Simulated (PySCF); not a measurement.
Species: C8H11Cl.
Geometry (PBE0-D3(BJ)/def2-SVP, Å), atoms numbered from 1 in this order:
```xyz
20
C8H11Cl angstrom
Cl     1.4662    4.2244   -1.4652
C      0.5831    3.0282   -0.5335
C     -0.7455    2.9761   -0.6753
C     -1.7185    2.0057   -0.0742
C     -1.1868    0.6705    0.4609
C     -0.4383   -0.1495   -0.5566
C      0.8401   -0.0509   -0.9445
C      1.9195    0.8899   -0.4983
C      1.4832    2.1371    0.2718
H     -1.1906    3.7291   -1.3330
H     -2.4708    1.7910   -0.8531
H     -2.2837    2.5143    0.7295
H     -0.5837    0.8323    1.3646
H     -2.0577    0.0889    0.8012
H     -1.0340   -0.9198   -1.0601
H      1.1680   -0.7651   -1.7093
H      2.4781    1.2164   -1.3929
H      2.6551    0.3298    0.1086
H      2.3771    2.7133    0.5505
H      0.9927    1.8641    1.2135
```

The calculation used PySCF, PBE0-D3(BJ)/def2-SVP geometry optimisation, gas phase.

Masses are those of the commonest isotopes; rigid-rotor values at the optimised geometry. The values belong to one conformer with, in the numbering `[Cl:1]/[C:2]1=[CH:3]/[CH2:4][CH2:5]/[CH:6]=[CH:7]\[CH2:8][CH2:9]1`, C2–C3–C4–C5 -19°, C3–C4–C5–C6 -57°, C4–C5–C6–C7 82°, C6–C7–C8–C9 -16°.

Task: Give the principal moments of inertia and the rotational constants in MHz.

Result: Ia = 233.35, Ib = 478.87, Ic = 627.05 u·Å²; 505379 MHz·u·Å²/I gives A = 2166, B = 1055, C = 806.0 MHz.

Task: Classify the top.

Result: An asymmetric top; Ray's κ = -0.633.

Task: What does the inertial defect say?

Result: Not planar: Δ = Ic − Ia − Ib = -85.18 u·Å². For a rigid frame Δ = −2 Σ m c², so Σ m c² = 42.59 u·Å² lies off the ab plane: 14.94 from hydrogen and 27.65 from heavier atoms. The atom farthest from that plane is 1.81 Å away.

Task: Give the other two planar moments, Paa and Pbb, and the rms extents of the mass along the axes.

Result: Paa = Σ m a² = (Ib + Ic − Ia)/2 = 436.28 and Pbb = Σ m b² = (Ia + Ic − Ib)/2 = 190.76 u·Å². With the mass M = 142.05 u, the rms extents √(P/M) along a, b and c are 1.75, 1.16, 0.55 Å.

Task: Which lines would a microwave search look for?

Result: The dipole components are |μa| = 1.71 D, |μb| = 0.15 D, |μc| = 0.58 D. The squared components, which scale the intensities, stand as 1.00 : 0.01 : 0.12 (a : b : c). Some lines, for components of 0.1 D or more:

```
type  branch         J(Ka,Kc)    MHz  lower level (cm⁻¹)
   c       Q  4(1,4) ← 4(0,4)    416               0.604
   a       Q  4(2,2) ← 4(2,3)    515               0.785
   c       Q  5(2,4) ← 5(1,4)   2037               1.024
   c       Q  4(2,3) ← 4(1,3)   2541               0.700
   b       Q  4(1,3) ← 4(0,4)   2885               0.604
   c       R  1(1,0) ← 0(0,0)   3221               0.000
   c       Q  2(2,1) ← 2(1,1)   3331               0.240
   b       Q  2(2,0) ← 2(1,1)   3369               0.240
   a       Q  5(1,4) ← 5(1,5)   3645               0.903
   a       R  2(1,1) ← 1(1,0)   3972               0.107
   b       Q  4(2,3) ← 4(1,4)   5010               0.618
   a       R  4(1,4) ← 3(1,3)   6881               0.388
   b       R  2(2,0) ← 1(1,1)   7590               0.099
   b       R  5(0,5) ← 4(1,4)   8309               0.618
   b       Q  5(4,1) ← 5(3,2)   8481               1.311
   b       Q  4(4,1) ← 4(3,2)   8587               0.995
   a       R  5(3,3) ← 4(3,2)   9402               0.995
   b       Q  5(5,0) ← 5(4,1)  11036               1.594
   b       Q  5(5,1) ← 5(4,2)  11039               1.594
   b       R  3(3,0) ← 2(2,1)  11785               0.351
   b       R  5(3,2) ← 4(2,3)  15790               0.785
   b       R  5(4,2) ← 4(3,1)  17952               0.995
   c       R  5(4,1) ← 4(3,1)  17955               0.995
   b       R  5(4,1) ← 4(3,2)  17980               0.995
   c       R  5(5,1) ← 4(4,1)  20428               1.281
```

Stationary, but not proved a minimum. Constants of a rigid frame at the computed geometry: no zero-point averaging, no centrifugal distortion. Quadrupole hyperfine structure (35Cl) is left out.
